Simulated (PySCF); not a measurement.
A GIAO shielding run with PySCF (density fitting, non-relativistic, gas phase) on `InChI=1S/C6H9ClO2Si/c1-9-6(8)3-2-4-10-5-7/h4-5,10H2,1H3`:

```
$ OMP_NUM_THREADS=1 python probes_run.py task.json out

{"job": {"kind": "nmr", "xc": "PBE0", "basis": "pcSseg-1"}, "charge": 0, "multiplicity": 1}
C      4.191416     1.122503    -0.043258
O      3.023674     0.462006    -0.501862
C      1.912048     0.669735     0.220416
O      1.856980     1.367958     1.202275
C      0.791023    -0.039872    -0.325672
C     -0.203016    -0.591879    -0.722919
C     -1.406747    -1.235793    -1.162202
Si    -2.635381    -1.418839     0.299805
C     -2.876988     0.333850     1.018471
Cl    -3.684069     1.342994    -0.216969
H      4.558444     0.650564     0.871268
H      3.977201     2.173008     0.165854
H      4.927523     1.030913    -0.838135
H     -1.857851    -0.623917    -1.946130
H     -1.164602    -2.205450    -1.598586
H     -3.908138    -1.925095    -0.215255
H     -2.069007    -2.282512     1.338725
H     -1.932792     0.821811     1.251618
H     -3.509521     0.357267     1.901807
```

Hardware: 1 thread of an Arm Neoverse N1, shared host. The job also computes population analyses, field gradients.

Q: How large is the calculation?

A: 92 electrons, 229 basis functions and 1232 auxiliary functions.

Q: How long does it take, and how much memory does it need?

A: 98 s of wall time, with 15 SCF cycles and 5 response iterations; peak memory 0.97 GiB. Times on a shared host scatter by some tens of per cent.
